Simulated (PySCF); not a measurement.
W(O)(F)4 cation (F4OW), SMILES [O]=[W]([F])([F])([F])[F] (connectivity only; charge and spin as stated), charge +1, multiplicity 2.

The structure is a stationary point at PBE0-D3(BJ)/def2-SVP. The spin state was assumed, not searched. The isomer is the one that the SMILES or the coordinates give; other isomers of the formula were not compared. The def2 effective core potentials stand for the cores of W; spin–orbit coupling is left out.

Level of theory: TDA-LC-ωPBE/def2-SVPD (PySCF).

Vertical excitations. Isolated molecule, no solvent.

```
state    energy (eV)  λ (nm)      f                                                                                                            main pairs
-------  -----------  ------  -----  --------------------------------------------------------------------------------------------------------------------
root 1          1.26     984  0.000                                                                                                      β HOMO→LUMO 84 %
root 2          2.49     497  0.000                                                                                                    β HOMO−1→LUMO 77 %
root 3          5.33     232  0.000                                                                                                    β HOMO→LUMO+1 84 %
root 4          5.34     232  0.000                                                              β HOMO→LUMO+2 63 %, β HOMO−5→LUMO 16 %, β HOMO→LUMO 13 %
root 5          5.47     227  0.020  α HOMO−2→LUMO 8 %, α HOMO−6→LUMO 5 %, β HOMO−4→LUMO 46 %, β HOMO→LUMO+1 13 %, β HOMO−1→LUMO+2 8 %, β HOMO−1→LUMO 8 %
root 6          5.51     225  0.000                                                                                                    β HOMO−3→LUMO 85 %
root 7          5.70     218  0.000                                                                                                    β HOMO−2→LUMO 86 %
root 8          5.81     213  0.000                                                                                β HOMO−5→LUMO 66 %, β HOMO→LUMO+2 18 %
root 9          5.85     212  0.000                                                                                                      α HOMO→LUMO 94 %
root 10         6.00     207  0.000                                                                                                  β HOMO−1→LUMO+1 94 %
```
Unrestricted roots are not spin-pure.
